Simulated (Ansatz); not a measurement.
Consider the homolysis of the C–Si bond: `C[SiH2][SiH2]CF` → `[CH2]F`• + `C[SiH2][SiH2]`•.

Calculated with Ansatz (gas phase, PBE0-D4/def2-TZVP geometries, no zero-point term in ΔE). CBS: MP2 limit from def2 TZ/QZ plus the TZ coupled-cluster correction, frozen cores. This one scheme is used for every species. DFT in def2-TZVPP. B3LYP here is the variant with VWN-RPA as its local correlation; programs differ in this. HSE06 is defined as in plane-wave codes. Open shells (•) are unrestricted, without spin–orbit coupling. One conformer a species, not always the lowest.

```json
{"level": "LDA (SPW92)", "ΔE (kcal/mol)": "90.4", "difference from CCSD(T)/CBS": "7.4"}
{"level": "PBE-D4", "ΔE (kcal/mol)": "78.7", "difference from CCSD(T)/CBS": "-4.3"}
{"level": "BLYP-D4", "ΔE (kcal/mol)": "76.8", "difference from CCSD(T)/CBS": "-6.2"}
{"level": "r2SCAN-D4", "ΔE (kcal/mol)": "75.0", "difference from CCSD(T)/CBS": "-8.0"}
{"level": "B97M-V", "ΔE (kcal/mol)": "79.8", "difference from CCSD(T)/CBS": "-3.2"}
{"level": "PBE0-D4", "ΔE (kcal/mol)": "78.5", "difference from CCSD(T)/CBS": "-4.5"}
{"level": "B3LYP-D4", "ΔE (kcal/mol)": "78.2", "difference from CCSD(T)/CBS": "-4.8"}
{"level": "r2SCANh-D4", "ΔE (kcal/mol)": "74.8", "difference from CCSD(T)/CBS": "-8.2"}
{"level": "r2SCAN0-D4", "ΔE (kcal/mol)": "74.7", "difference from CCSD(T)/CBS": "-8.3"}
{"level": "HSE06-D4", "ΔE (kcal/mol)": "78.5", "difference from CCSD(T)/CBS": "-4.5"}
{"level": "BHLYP-D4", "ΔE (kcal/mol)": "77.7", "difference from CCSD(T)/CBS": "-5.3"}
{"level": "CAM-B3LYP-D4", "ΔE (kcal/mol)": "79.5", "difference from CCSD(T)/CBS": "-3.5"}
{"level": "ωB97X-V", "ΔE (kcal/mol)": "83.3", "difference from CCSD(T)/CBS": "0.3"}
{"level": "B2PLYP", "ΔE (kcal/mol)": "78.3", "difference from CCSD(T)/CBS": "-4.7"}
{"level": "PBE-QIDH", "ΔE (kcal/mol)": "80.0", "difference from CCSD(T)/CBS": "-3.0"}
{"level": "PBE", "ΔE (kcal/mol)": "76.8", "difference from CCSD(T)/CBS": "-6.2"}
{"level": "BLYP", "ΔE (kcal/mol)": "73.2", "difference from CCSD(T)/CBS": "-9.8"}
{"level": "r2SCAN", "ΔE (kcal/mol)": "74.4", "difference from CCSD(T)/CBS": "-8.6"}
{"level": "PBE0", "ΔE (kcal/mol)": "76.9", "difference from CCSD(T)/CBS": "-6.1"}
{"level": "B3LYP", "ΔE (kcal/mol)": "75.3", "difference from CCSD(T)/CBS": "-7.7"}
{"level": "r2SCANh", "ΔE (kcal/mol)": "74.2", "difference from CCSD(T)/CBS": "-8.8"}
{"level": "r2SCAN0", "ΔE (kcal/mol)": "74.0", "difference from CCSD(T)/CBS": "-9.0"}
{"level": "HSE06", "ΔE (kcal/mol)": "76.9", "difference from CCSD(T)/CBS": "-6.1"}
{"level": "BHLYP", "ΔE (kcal/mol)": "75.5", "difference from CCSD(T)/CBS": "-7.5"}
{"level": "CAM-B3LYP", "ΔE (kcal/mol)": "77.8", "difference from CCSD(T)/CBS": "-5.2"}
{"level": "RPA@PBE/def2-TZVPP", "ΔE (kcal/mol)": "78.2", "difference from CCSD(T)/CBS": "-4.8"}
{"level": "MP2/def2-SVP", "ΔE (kcal/mol)": "79.5", "difference from CCSD(T)/CBS": "-3.5"}
{"level": "CCSD/def2-SVP", "ΔE (kcal/mol)": "76.0", "difference from CCSD(T)/CBS": "-7.0"}
{"level": "CCSD(T)/def2-SVP", "ΔE (kcal/mol)": "77.4", "difference from CCSD(T)/CBS": "-5.6"}
{"level": "HF/def2-TZVPP", "ΔE (kcal/mol)": "56.6", "difference from CCSD(T)/CBS": "-26.4"}
{"level": "MP2/def2-TZVPP", "ΔE (kcal/mol)": "83.1", "difference from CCSD(T)/CBS": "0.1"}
{"level": "SCS-MP2/def2-TZVPP", "ΔE (kcal/mol)": "83.3", "difference from CCSD(T)/CBS": "0.3"}
{"level": "CCSD/def2-TZVPP", "ΔE (kcal/mol)": "78.5", "difference from CCSD(T)/CBS": "-4.5"}
{"level": "CCSD(T)/def2-TZVPP", "ΔE (kcal/mol)": "80.3", "difference from CCSD(T)/CBS": "-2.7"}
{"level": "HF/def2-QZVPP", "ΔE (kcal/mol)": "56.4", "difference from CCSD(T)/CBS": "-26.6"}
{"level": "MP2/def2-QZVPP", "ΔE (kcal/mol)": "84.6", "difference from CCSD(T)/CBS": "1.6"}
{"level": "SCS-MP2/def2-QZVPP", "ΔE (kcal/mol)": "84.9", "difference from CCSD(T)/CBS": "1.9"}
{"level": "HF/CBS(def2)", "ΔE (kcal/mol)": "56.4", "difference from CCSD(T)/CBS": "-26.6"}
{"level": "MP2/CBS(def2)", "ΔE (kcal/mol)": "85.8", "difference from CCSD(T)/CBS": "2.8"}
{"level": "CCSD/CBS(def2)", "ΔE (kcal/mol)": "81.1", "difference from CCSD(T)/CBS": "-1.9"}
{"level": "CCSD(T)/CBS", "ΔE (kcal/mol)": "83.0", "difference from CCSD(T)/CBS": "0"}
```

Largest T1 diagnostic among the species: 0.015.

Leaving LDA and LC-ωPBE aside and taking each functional with its dispersion term where it has one, the values, not all of them listed here, spread over 8.9 kcal/mol, from r2SCAN0-D4 to ωB97M-V. LDA lies +13.6 kcal/mol from PBE without D4, its usual overbinding. The D4 term adds +2.8 kcal/mol with B3LYP and +1.6 kcal/mol with PBE0; it sums over pairs of atoms, weighted by their polarisabilities, and B3LYP, whose exchange is more repulsive, gets the larger term.

CCSD(T)/CBS has its own doubt, a few kJ/mol and more with outer-core shells, so smaller differences from it don't rank the levels.
